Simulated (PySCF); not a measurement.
**InI: energy against distance**

Set-up: basis In cc-pVDZ-PP with ECP28, I cc-pVDZ-PP with ECP28; scalar-relativistic core potentials; PySCF 2.14. Energies in eV from In + I in their ground configurations at the same level. State: ¹Σ⁺ (singlet), closed shell.

All columns are B97-3. A positive dipole means In(−)I(+).

```
R (Å)  E (eV)  μ (D)  Mulliken charge on In (basis-dependent)  HOMO (eV)  LUMO (eV)  Mayer bond order  ⟨S²⟩
2.407  -2.639  -0.96                                     0.22      -6.32      -1.37              1.24  0.00
2.519  -3.144  -1.76                                     0.27      -6.49      -1.50              1.17  0.00
2.631  -3.425  -2.55                                     0.32      -6.63      -1.63              1.11  0.00
2.715  -3.531  -3.14                                     0.36      -6.71      -1.72              1.07  0.00
2.799  -3.572  -3.72                                     0.39      -6.75      -1.82              1.03  0.00
2.883  -3.563  -4.30                                     0.41      -6.77      -1.91              1.00  0.00
2.995  -3.497  -5.05                                     0.44      -6.67      -2.04              0.96  0.00
3.135  -3.355  -5.95                                     0.47      -6.43      -2.19              0.91  0.00
3.303  -3.136  -6.99                                     0.50      -6.18      -2.37              0.86  0.00
3.527  -2.811  -8.30                                     0.53      -5.88      -2.60              0.81  0.00
```

A fit through these points gives, at Re = 2.824 Å, μ = -3.89 D and dμ/dR = -6.86 D/Å; the reduced mass is 60.3 u.

Task: How strong is the fundamental in the double-harmonic approximation, I = 42.26·(dμ/dR)²/μred km/mol?

Result: I = 42.26·(-6.86)²/60.3 = 33.0 km/mol at B97-3.

These are scalar-relativistic numbers at best; spin–orbit coupling would shift them, the dissociation energy most.
